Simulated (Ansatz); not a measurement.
Input for Ansatz (a program for electronic structure): U-CCSD(T)/def2-SVP on GeH6Sn (SMILES [GeH3][SnH3]), a point of a bond scan (R = 1.370 Å). Elements past Kr take the def2 small-core potentials; no spin–orbit coupling. The run froze 23 orbitals, filled d shells among them.

Ansatz 0.2 input:
```yaml
crystal:
  periodic: [false, false, false]
  atoms:
    - {symbol: Sn, position_ang: [-1.03220220, 0.10221032, -0.01717195]}
    - {symbol: Ge, position_ang: [1.56838433, -0.15530393, 0.02609199]}
    - {symbol: H, position_ang: [-1.58368770, -0.73647736, -0.94950305]}
    - {symbol: H, position_ang: [-1.47139982, 1.70969191, -0.41159384]}
    - {symbol: H, position_ang: [-1.70033755, -0.27900058, 1.51277370]}
    - {symbol: H, position_ang: [1.96141691, -1.60073738, 0.38076761]}
    - {symbol: H, position_ang: [2.18638787, 0.78768971, 1.07412914]}
    - {symbol: H, position_ang: [2.16730311, 0.18771557, -1.34983721]}
basis:
  gaussian:
    orbitals: def2-SVP
correlation: {method: ccsd_t, electrons: outside_noble_gas}
scf: {omitted_lower_state_checks: [cluster_reference]}
magnetization: {spin_polarized: true, initial_magnetization: 0}
```

Problem. Give the final energy of this run.

Solution. -2292.1121 hartree (reference determinant -2291.8646, T1 diagnostic 0.011).

Problem. How many basis functions does it have, and what does it roughly cost on one machine?

Solution. 88 functions; around 5 core-seconds (rough).
